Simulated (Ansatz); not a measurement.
C2H2AlF, SMILES `[F][Al]1[CH]=[CH]1`. The species carries charge 0 and has multiplicity 1. The geometry is a stationary point of PBE0-D4/def2-TZVP.

```xyz
6

F    -1.342    2.224    1.019
Al   -0.554    0.918    0.421
C     0.683   -0.022   -0.556
C    -0.155   -0.854    0.155
H     1.499   -0.325   -1.211
H    -0.131   -1.942    0.172
```

Question: What is the dipole moment at PBE/def2-TZVPP? (Best estimate.)

Answer: Ansatz gave: 0.63 D, with components (0.30, -0.50, -0.23) D in this frame, pointing from negative to positive charge.

Question: And with r2SCAN, B3LYP, ωB97M-V? (Best estimate.)

Answer: The calculation gave: r2SCAN 0.56 D, B3LYP 0.58 D, ωB97M-V 0.51 D.

Question: Give the Mulliken charges with PBE, B3LYP, ωB97M-V in def2-TZVPP. (Estimate.)

Answer: Computed: 
| atom | PBE | B3LYP | ωB97M-V |
| --- | --- | --- | --- |
| F1 | -0.27 | -0.31 | -0.31 |
| Al2 | 0.45 | 0.56 | 0.60 |
| C3 | -0.18 | -0.23 | -0.25 |
| C4 | -0.18 | -0.23 | -0.25 |
| H5 | 0.09 | 0.10 | 0.10 |
| H6 | 0.09 | 0.10 | 0.10 |

B3LYP here is the variant with VWN-RPA as its local correlation; programs differ in this.
